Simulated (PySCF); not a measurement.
This PySCF input asks for the NMR shieldings of `O1[SiH](N([SiH2]C#C)C)OCC1`, C5H11NO2Si2; the geometry comes from GFN2-xTB.

```python
import basis_set_exchange as bse
import numpy as np
from pyscf import gto, dft
from pyscf.prop import nmr

atoms = """
C     4.108776    0.680961    1.609827
C     3.016684    0.810635    1.124708
Si    1.342262    1.061652    0.369523
N     0.790814   -0.519729   -0.116766
C     1.741657   -1.474676   -0.643638
Si   -0.871561   -0.861923   -0.355854
O    -1.651918    0.050694   -1.476007
C    -2.715859    0.757310   -0.914131
C    -2.926951    0.238412    0.522129
O    -1.748636   -0.374673    0.937645
H     5.063151    0.559814    2.037317
H     0.422520    1.595202    1.373723
H     1.505399    1.968182   -0.783971
H     2.694061   -1.371178   -0.126538
H     1.370897   -2.487261   -0.500440
H     1.909361   -1.324079   -1.713506
H    -1.079814   -2.269443   -0.663146
H    -3.610660    0.606701   -1.523721
H    -2.462661    1.822796   -0.909969
H    -3.735616   -0.500435    0.538361
H    -3.170825    1.047980    1.213982
"""
names = dict.fromkeys(["C", "Si", "N", "O", "H"], "pcSseg-1")
basis = {el: gto.basis.parse(bse.get_basis(n, elements=[el], fmt="nwchem")) for el, n in names.items()}
mol = gto.M(atom=atoms, basis=basis, charge=0, verbose=0)
mf = dft.RKS(mol, xc="PBE0")
mf.grids.level = 2
mf.grids.alignment = dft.numint.BLKSIZE   # the property module wants whole blocks of grid points
mf.conv_tol = 1e-9
mf.kernel()

calc = nmr.RKS(mf)   # GIAO
C = mf.mo_coeff
Co = C[:, mf.mo_occ > 0]
resp = mf.gen_response(singlet=True, hermi=2)
def vind(x):   # induced exchange potential for any number of trial vectors
    d = np.einsum("pi,xij,qj->xpq", C, 2 * x.reshape(-1, C.shape[1], Co.shape[1]), Co, optimize=True)
    return np.einsum("xpq,pi,qj->xij", resp(d - d.transpose(0, 2, 1)), C, Co, optimize=True).ravel()
mo1, _ = nmr.rhf.solve_mo1(calc, with_cphf=vind)
sigma = calc.kernel(mo1)
for i, s in enumerate(sigma):   # ppm
    print("%2d %-2s %9.2f" % (i, mol.atom_pure_symbol(i), np.trace(s) / 3))
```

Question: What are the results?

Answer: 
```
 0 C      81.55
 1 C     100.74
 2 Si    404.89
 3 N     238.93
 4 C     155.93
 5 Si    362.13
 6 O     289.94
 7 C     121.47
 8 C     122.23
 9 O     293.20
10 H      29.69
11 H      26.60
12 H      26.63
13 H      28.30
14 H      28.83
15 H      29.08
16 H      26.99
17 H      27.57
18 H      27.52
19 H      27.63
20 H      27.51
```

These numbers come from an equivalent density-fitted implementation of the same equations, which agrees with the script to about 0.01 ppm for H and up to a few tenths of a ppm for heavy atoms, so last digits may differ.

Question: Turn these shieldings into chemical shifts. Scale: $^{13}$C (σref 186.93), $^{29}$Si (σref 349.16), $^{1}$H (σref 31.72) against TMS; $^{15}$N (σref 267.73) vs NH3; H2O for $^{17}$O (σref 336.08) (reference shieldings calculated alike).

Answer: Averaging equivalent atoms: C 0: 105.4; C 1: 86.2; C 7/8: 65.1; C 4: 31.0; Si 5: -13.0; Si 2: -55.7; N 3: 28.8; O 6/9: 44.5; H 11/12: 5.11; H 16: 4.73; H 18/20: 4.20; H 17/19: 4.12; H 13/14/15: 2.98; H 10: 2.02 ppm. Experimental scales use liquid or dissolved standards, which lie at an offset from isolated NH3 (liquid NH3: subtract about 20 ppm) and H2O (liquid H2O: subtract about 36 ppm).

Size and cost of the density-fitted run: 239 basis functions, 2.1 min wall time on 1 thread of an Arm Neoverse N1, shared host; peak memory 1.1 GiB.
